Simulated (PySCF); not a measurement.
# CH2F3OSi: g tensor and hyperfine couplings

CH2F3OSi (doublet state).
Atom-mapped SMILES: `[F:1][C:2]([F:3])([F:4])[O:5][SiH2:6]` (hydrogens: H7, H8 on Si6)

Cartesian coordinates in Å at the GFN2-xTB level; atoms count from 1:
```
atom  x, y, z in Å
F1    -2.2358   -0.4417   -0.2544
C2    -0.9878   -0.1780    0.1280
F3    -1.0494    0.9514    0.8629
F4    -0.6499   -1.1424    1.0087
O5    -0.1839   -0.0950   -0.8781
Si6    1.4555    0.2282   -0.7188
H7     2.0627   -0.8781   -0.0017
H8     1.5977    1.5651   -0.1713
```

The hyperfine couplings belong to this conformer and change with its torsions.

Method used: UKS B3LYP, pcH-1 on C F H O Si, non-relativistic, mean-field spin-orbit, GIAO in PySCF. One conformer (not necessarily the lowest) at the GFN2-xTB geometry, without solvent, vibrations or thermal averaging. Couplings are sensitive to structure, and on GFN2-xTB geometries they can be far from those on DFT ones, by a factor of two or more for some ions and for spin on atoms past the first row. No stability test was run, so a lower SCF solution isn't excluded.

```json
{
  "g1, g2, g3": "2.00104, 2.00214, 2.00453",
  "g_iso": "2.00257",
  "Form of g": "rhombic: the two nearest values differ by 32 % of g3 − g1",
  "⟨S²⟩": "0.7510 (exact 0.7500)",
  "α and β electrons": "29, 28",
  "HOMO–LUMO gap, α and β orbitals": "6.31, 6.44 eV",
  "Total energy": "-703.57068 Eh",
  "Basis functions": "180"
}
```

Hyperfine couplings atom by atom, in MHz; T1 to T3 are the principal values of the dipolar part:

```csv
atom,isotope,a_iso,of which spin–orbit,T1,T2,T3,Mulliken spin population
F1,19F,-1.4,0.0,-2.1,-1.8,3.8,0.00
C2,13C,29.0,0.0,-2.5,-2.2,4.7,0.01
F3,19F,4.6,0.0,-4.6,-1.1,5.6,0.00
F4,19F,4.6,0.0,-4.6,-1.1,5.7,0.00
O5,17O,-66.9,-0.1,-6.8,3.1,3.7,0.00
Si6,29Si,-621.1,1.2,-180.1,90.0,90.1,0.94
H7,1H,80.2,0.0,-9.7,1.3,8.4,0.02
H8,1H,80.2,0.0,-9.7,1.3,8.4,0.02
```

The largest Mulliken spin population is on Si6 (+0.94). The angles at Si6 add up to 334.3°, so it is pyramidal.

Axes: g3 points within 9° of the O5–Si6 bond.

Under fast tumbling the dipolar parts average out, and these isotropic splittings remain: 2 × 1H (H7/H8, I = 1/2, 3 lines) with 2.86 mT and 3 × 19F (F1/F3/F4, I = 1/2, 4 lines) with 0.09 mT.

Nuclei that the bonding pattern makes equivalent are averaged, as if the motion that swaps them (rotation, inversion, ring flip) were fast. The three 19F nuclei of mean +2.6 MHz run from -1.4 to 4.6 MHz in the frozen geometry.

The 17O coupling of O5 (-66.9 MHz) shows only in satellite lines or after enrichment, since that isotope makes up about 0.038 % of natural oxygen.

The 29Si coupling of Si6 (-621.1 MHz) shows only in satellite lines or after enrichment, since that isotope makes up about 4.7 % of natural silicon.

The run took about 70 s of CPU time (with the writing of density and orbital grids) (one thread, shared machine).
